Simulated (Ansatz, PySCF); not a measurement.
The pair A = HCl (SMILES Cl) (first 2 atoms), B = H4OSi (SMILES O[SiH3]); geometry from B3LYP-D3(BJ)/def2-TZVP.
(charge 0, multiplicity 1):
```xyz
8

Cl    -0.82229     0.45500    -0.43239
H     -0.72558    -0.38574     0.53625
O      0.32387    -0.26903     4.84791
Si     0.08864     0.24966     3.30011
H      1.06097    -0.85502     5.03494
H      1.30628     0.87079     2.72946
H     -1.02357     1.21453     3.34971
H     -0.28978    -0.88538     2.40997
```

Cores are frozen in the correlated methods. CBS(a, b) extrapolates the correlation energy as X⁻³ and adds the Hartree–Fock energy of set b. MP2 and its Hartree–Fock in aug-cc-pV(T+d)Z are density fitted.

Run with Ansatz (Gaussian orbitals); PySCF for the dispersion terms. 

The monomers are drawn apart, rigid, along the line of their centres of mass. Counterpoise-corrected interaction energies (kcal/mol):

```tsv
level	R = 5.155 Å	R = 5.950 Å
PBE/def2-TZVPPD	-0.5464	-0.1818
PBE-D3(BJ)/def2-TZVPPD	-1.0037	-0.3742
wB97M-V/def2-TZVPPD	-0.6552	-0.2506
MP2/CBS(aug-cc-pV(D+d)Z, aug-cc-pV(T+d)Z) + ΔCCSD(T)/aug-cc-pV(D+d)Z	-0.7211	-0.2617
```

Problem. R is the distance of the centres of mass. Find the local exponent m of E ∝ R⁻ᵐ between the two points.

Solution. 
m = ln(E₁/E₂)/ln(R₂/R₁): PBE/def2-TZVPPD 7.7; PBE-D3(BJ)/def2-TZVPPD 6.9; wB97M-V/def2-TZVPPD 6.7; MP2/CBS(aug-cc-pV(D+d)Z, aug-cc-pV(T+d)Z) + ΔCCSD(T)/aug-cc-pV(D+d)Z 7.1. For scale, two fixed dipoles give m = 3, dipole and quadrupole 4, quadrupoles 5, and dispersion or dipole-induced dipole 6 at long range; at these distances several terms mix, and what is left of overlap and damping shifts m, so it need not match one of them.

Ansatz is a program for electronic structure.
